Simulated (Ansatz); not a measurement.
Calculated with Ansatz (gas phase, PBE0-D4/def2-TZVP geometries, no zero-point term in ΔE). CCSD(T)/CBS is the MP2 limit (def2-TZVPP, def2-QZVPP) plus CCSD(T) − MP2 in def2-TZVPP, frozen cores. This one scheme is used for every species. Functionals use def2-TZVPP. For Ge outer-core shells are correlated without core-valence functions, which leaves a few kJ/mol of doubt a bond. Scalar relativity is left out up to krypton. One conformer a species, not always the lowest.

Consider the formal exchange of groups at the Si–Cl bond: `Cl[SiH2][CH2][GeH3]` + BH₃ → `B[SiH2][CH2][GeH3]` + HCl.

Q: Is it downhill or uphill in electronic energy at CCSD(T)/CBS, and by how much? (Best estimate.)

A: Computed: Uphill: ΔE = +122.0 kJ/mol.

Q: What do these levels give: ωB97M-V, PBE, MP2/def2-TZVPP, SCS-MP2/def2-TZVPP, CCSD/def2-TZVPP, MP2/CBS(def2)? (Estimate.)

A: The calculation gave: ωB97M-V 125.6, PBE 107.0, MP2/def2-TZVPP 130.5, SCS-MP2/def2-TZVPP 129.7, CCSD/def2-TZVPP 119.1, MP2/CBS(def2) 134.5 kJ/mol.

Largest T1 diagnostic among the species: 0.011.

In def2-TZVPP, CCSD(T) changes the Hartree–Fock value by −20.2 kJ/mol (the triples alone add −1.2 kJ/mol) and MP2 by −7.7 kJ/mol. From PBE to PBE0 (25 % exact exchange), in def2-TZVPP and without D4, ΔE moves by +6.7 kJ/mol.
